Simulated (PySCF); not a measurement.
Geometry (Å), atoms numbered from 1 in this order:
```xyz
20

C    -3.934    0.059   -0.830
C    -2.628   -0.166   -0.685
C    -1.577    0.896   -0.538
C    -0.867    0.807    0.780
C     0.431    0.517    0.924
O     1.252    0.304   -0.125
C     2.563   -0.117    0.180
C     3.342   -0.229   -1.106
H    -4.337    1.077   -0.865
H    -4.650   -0.763   -0.923
H    -2.263   -1.200   -0.646
H    -0.832    0.794   -1.344
H    -2.046    1.888   -0.652
H    -1.449    0.966    1.692
H     0.896    0.456    1.916
H     2.535   -1.091    0.705
H     3.042    0.610    0.864
H     4.372   -0.557   -0.904
H     3.379    0.743   -1.621
H     2.870   -0.957   -1.782
```

Geometry: PBE0-D3(BJ)/def2-SVP; GIAO absolute shieldings from PySCF 2.14.0 with density-fitted response routines, gas phase, non-relativistic, averaged over equivalent atoms.

At CAM-B3LYP/pcSseg-1 (196 basis functions, 37 s wall time on 1 thread of an x86-64 server CPU, shared host):
```json
{"atoms": "C5", "σ (ppm)": "28.4"}
{"atoms": "C2", "σ (ppm)": "30.1"}
{"atoms": "C1", "σ (ppm)": "59.5"}
{"atoms": "C4", "σ (ppm)": "69.5"}
{"atoms": "C7", "σ (ppm)": "114.0"}
{"atoms": "C3", "σ (ppm)": "149.6"}
{"atoms": "C8", "σ (ppm)": "165.5"}
{"atoms": "O6", "σ (ppm)": "222.6"}
{"atoms": "H15", "σ (ppm)": "25.34"}
{"atoms": "H11", "σ (ppm)": "25.51"}
{"atoms": "H9", "σ (ppm)": "26.10"}
{"atoms": "H10", "σ (ppm)": "26.25"}
{"atoms": "H14", "σ (ppm)": "27.08"}
{"atoms": "H16/H17", "σ (ppm)": "27.81"}
{"atoms": "H12/H13", "σ (ppm)": "28.53"}
{"atoms": "H18/H19/H20", "σ (ppm)": "30.00"}
```

Task: Estimate the result of repeating the calculation with PBE0/pcSseg-1.

Result: 
| atoms | σ at PBE0/pcSseg-1 | change |
| --- | --- | --- |
| C5 | 33.8 | +5.4 |
| C2 | 35.8 | +5.7 |
| C1 | 63.4 | +3.9 |
| C4 | 74.8 | +5.3 |
| C7 | 116.7 | +2.7 |
| C3 | 150.9 | +1.3 |
| C8 | 167.6 | +2.1 |
| O6 | 215.7 | -6.9 |
| H15 | 25.24 | -0.10 |
| H11 | 25.43 | -0.08 |
| H9 | 26.00 | -0.10 |
| H10 | 26.12 | -0.13 |
| H14 | 27.01 | -0.07 |
| H16/H17 | 27.72 | -0.09 |
| H12/H13 | 28.40 | -0.13 |
| H18/H19/H20 | 29.96 | -0.04 |

The largest change is at O6 (ether oxygen). Cost: 196 basis functions, 31 s wall time on 1 thread of an x86-64 server CPU, shared host. The order of the carbon signals is the same at both levels.
